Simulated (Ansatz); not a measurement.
CH$_{3}$FGe, SMILES `[CH3][Ge][F]`. Total charge 0; spin multiplicity 1.

```xyz
6

C    -0.3292   -0.4446    0.1876
Ge   -0.2276    1.3020   -0.7424
F     1.5203    1.4739   -0.5567
H    -1.3444   -0.8435    0.2306
H     0.0583   -0.3275    1.2053
H     0.3226   -1.1603   -0.3244
```

(1) List the harmonic frequencies (cm⁻¹, unscaled) at PBE0-D4/def2-TZVP in Ansatz. (Best estimate.)

(2) Is this a minimum?

(3) Give the ideal-gas thermochemistry at 298.15 K and 1 bar (rigid rotor, harmonic oscillator; point group Cs, symmetry number 1).

(4) And at 400, 500, 600, 800 and 1000 K?

(5) Rotational constants (cm⁻¹)?

## Answers

(1) Computed: 75, 228, 553, 557, 652, 730, 1216, 1422, 1428, 3031, 3114, 3145.

(2) Yes, all 12 modes are real.

(3) Zero-point energy 96.6 kJ/mol; H(298) − E = 111.6 kJ/mol; entropy 300.3 J/(mol·K), of which translation 167.1, rotation 101.0, vibration 32.2; G(298) − E = 22.1 kJ/mol. Modes under 100 cm⁻¹ are hindered rotations or soft bends, so the harmonic entropy is rough.

(4) 
```json
{"T (K)": "400", "H − E (kJ/mol)": "118.9", "S (J/mol/K)": "321.3", "G − E (kJ/mol)": "-9.6"}
{"T (K)": "500", "H − E (kJ/mol)": "126.9", "S (J/mol/K)": "339.2", "G − E (kJ/mol)": "-42.6"}
{"T (K)": "600", "H − E (kJ/mol)": "135.6", "S (J/mol/K)": "354.9", "G − E (kJ/mol)": "-77.4"}
{"T (K)": "800", "H − E (kJ/mol)": "154.4", "S (J/mol/K)": "381.9", "G − E (kJ/mol)": "-151.1"}
{"T (K)": "1000", "H − E (kJ/mol)": "174.7", "S (J/mol/K)": "404.6", "G − E (kJ/mol)": "-229.8"}
```

(5) 0.4134, 0.2431, 0.1576.
